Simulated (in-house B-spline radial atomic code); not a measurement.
Ionising Sm IV (Sm3+) with different functionals

Computed with a B-spline radial code for spherical atoms: scalar-relativistic (spin-free X2C) Hamiltonian, Fermi nucleus of rms radius 5.0819 fm, spin-polarised at highest spin, spherical fractional occupations for the functionals, the average over the highest-spin determinants for Hartree-Fock. The ionisation energy is the difference of two self-consistent energies, [Xe] 4f5 → [Xe] 4f4, without Breit or QED terms; ε is the level of the shell that loses the electron (its least bound occupied spin orbital). There is no spin-orbit coupling in this Hamiltonian.

Hybrids are left out here: with spherical fractional occupations of an open shell their exact exchange keeps a self-interaction that integer-occupation calculations don't have.

| method | rung | ΔSCF (eV) | -ε(4f) (eV) |
| --- | --- | --- | --- |
| Hartree-Fock | Hartree-Fock | 40.58 | 44.83 |
| LDA VWN5 | LDA | 43.67 | 34.16 |
| LDA PW92 | LDA | 43.66 | 34.15 |
| LDA exchange-only | LDA | 41.99 | 32.55 |
| PBE | GGA | 43.38 | 33.88 |
| PBEsol | GGA | 43.42 | 33.91 |
| BLYP | GGA | 43.15 | 33.65 |
| RPBE | GGA | 43.33 | 33.83 |
| PW91 | GGA | 43.47 | 33.96 |
| BP86 | GGA | 43.45 | 33.94 |
| AM05 | GGA | 43.47 | 33.96 |
| OLYP | GGA | 43.97 | 34.39 |
| TPSS | meta-GGA | 43.19 | 33.70 |
| SCAN | meta-GGA | 43.50 | 34.04 |
| r2SCAN | meta-GGA | 43.47 | 33.97 |
| revTPSS | meta-GGA | 43.22 | 33.73 |

(1) How do they compare with the NIST value?

Answers

(1) NIST lists 41.6 eV ± 0.11 (semi-empirical, ground level to ground level). Errors run from -1.06 to +2.33 eV. The correlated functionals all miss on the same side by more than they spread, so the cause is common to them (spin-orbit coupling, Breit-QED terms, multiplet and fine-structure energies, or a listed next ion that isn't the cheapest removal here) and closeness doesn't rank the functionals. Hartree-Fock also lacks correlation.
